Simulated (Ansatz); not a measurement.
Basis sets compared for Pb2O3. Total charge 0; singlet. Geometry PBE-D4/def2-SVP. Ansatz on 4 threads of Arm Neoverse V2 on a shared host; times are rough, and most runs start from earlier orbitals.

```xyz
5

Pb    0.939   -1.050   -1.117
Pb   -1.745    0.021    0.431
O    -0.652   -1.800    0.114
O     0.981    2.019    0.306
O     0.477    0.811    0.266
```

In the def2 sets Pb takes a core potential; there is no spin–orbit coupling. The structure holds 1 bond(s) between oxygen atoms. The restricted singlet is unstable towards broken spin symmetry in Hartree–Fock (as tested in another run); at PBE-D4/def2-SVP, PBE-D4/def2-TZVP, PBE0-D4/def2-SVP, PBE0-D4/def2-TZVP this wasn't settled. Another isomer (singlet) lies 1.96 eV lower at PBE0-D4/def2-TZVP; other spin states weren't run for this one.

Binding counts from free atoms (Pb triplet, O triplet) in the same basis, without a counterpoise term.

```
           level  functions  energy (Eh)  HOMO (eV)  LUMO (eV)  binding per atom (eV)  wall time
 PBE-D4/def2-SVP         94    -611.0329      -3.94      -2.98                   3.10      0.8 s
PBE0-D4/def2-SVP         94    -610.9116      -4.66      -2.42                   2.56      1.1 s
```

Question: Estimate the rows for PBE-D4/def2-TZVP (with forces), PBE0-D4/def2-TZVP.

Answer: 
```tsv
level	functions	energy (Eh)	HOMO (eV)	LUMO (eV)	binding per atom (eV)	wall time
PBE-D4/def2-TZVP (with forces)	193	-611.3334	-4.17	-3.16	3.13	1.9 s
PBE0-D4/def2-TZVP	193	-611.2104	-4.87	-2.59	2.62	3.2 s
```
